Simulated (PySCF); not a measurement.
A structure optimised at PBE-D3(BJ)/def2-TZVP, used in a PySCF frequency run:

```
C
O 1 1.1263
Ag 1 2.0733 2 180.00
```
Charge +1, spin multiplicity 1.

**Question.** Write its SMILES, formula and point group.

**Answer.** O=[C+][Ag], CAgO, C∞v

**Question.** What are its rotational constants (standard atomic weights)?

**Answer.** 2.9245 GHz (linear rotor, B only)
